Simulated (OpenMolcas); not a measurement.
An atom or ion with 15 electrons was computed by MS-RASPT2, IPEA 0.25 Eh, imaginary shift 0.1 Eh with spin-orbit coupling (OpenMolcas, ANO-RCC-VTZP, DKH2). The lowest levels that the run gave, each within 12 % of the measured value where one is at hand:

```
  J  Parity  E (cm⁻¹)      g
3/2     odd       0.0  2.002
3/2     odd     18860  0.802
5/2     odd     18910  1.200
1/2     odd     30940  0.666
3/2     odd     31000  1.332
5/2    even     98890  1.601
3/2    even     99450  1.735
1/2    even     99780  2.670
3/2    even    125220  0.800
5/2    even    125240  1.201
```

Problem. Which ion is it, and what are the configurations and terms?

Solution. Cl2+ (Z = 17, charge +2; active space 5 electrons in 9 orbitals (RAS2 3s 3p; RAS3 3d, at most 2 electrons)). J, parity and g give the terms where levels are pure, and mixed ones are named by the computed weights; the size of the splittings, set against known spectra of the 15-electron sequence, gives the charge. In order, with the measured energies in cm⁻¹ (Moore, Atomic Energy Levels, vol. I, NSRDS-NBS 35 (1971 reprint of NBS Circular 467, 1949)): 3s² 3p³ ⁴S°_3/2, 3s² 3p³ ²D°_3/2 (18053), 3s² 3p³ ²D°_5/2 (18120), 3s² 3p³ ²P°_1/2 (29812), 3s² 3p³ ²P°_3/2 (29907), 3s 3p⁴ ⁴P_5/2 (98520), 3s 3p⁴ ⁴P_3/2 (99130), 3s 3p⁴ ⁴P_1/2 (99475), 3s 3p⁴ ²D_3/2, 3s 3p⁴ ²D_5/2.

CASPT2 does not keep the components of a term degenerate, so their means are used; among the terms shown or strongly mixed into the levels shown the widest spread is 170 cm-1 (3s 3p⁴ ²D). The run also gave levels led by 3s² 3p² 3d, which use shells meant for correlation; these and all levels above them are left out. Some terms mix strongly with configurations of 3d, whose occupation reaches 0.30 (3s 3p⁴ ⁴P, 3s 3p⁴ ²D). Measured partners are found by configuration, term and J. A level has none where our copy of the source lacks it or the pairing is in doubt (some pairs that miss far off the trend of their configuration count as doubtful), and it then counts in no deviation. Levels of configurations outside the active space are missing.

° marks odd parity.
